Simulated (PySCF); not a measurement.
Ionisation energy of W³⁷⁺ by level of theory

W³⁷⁺ [Kr] 4d1 [4d3/2^1, M_J = 3/2] → W³⁸⁺ [Kr], as a difference of total energies. Computed with PySCF 2.14 in an uncontracted even-tempered set (17 s from 4.1 bohr⁻², ratio 2.8; 14 p from 5.4 bohr⁻², ratio 2.8; 9 d from 5.4 bohr⁻², ratio 2.8; 3 f from 19 bohr⁻², ratio 3), with the two-component X2C-1e Hamiltonian. Correlated levels: [Ar] 3d10 frozen; the 98 highest virtual spinors dropped. "Screened" scales the spin-orbit matrix elements by Boettger's factors to mimic the two-electron term; Breit and QED terms are absent.

```csv
method,ionisation energy (eV)
GHF (spin-free),1607.8
GMP2 (spin-free),1607.9
GHF (screened spin-orbit),1619.4
GMP2 (screened spin-orbit),1619.5
```

Breit and QED terms and the two-electron picture change are absent.

The spin-free rows lack the spin-orbit shift.

For comparison: 1621.7 ± 1.5 eV (semi-empirical (NIST evaluation); NIST Atomic Spectra Database, ionization energies).
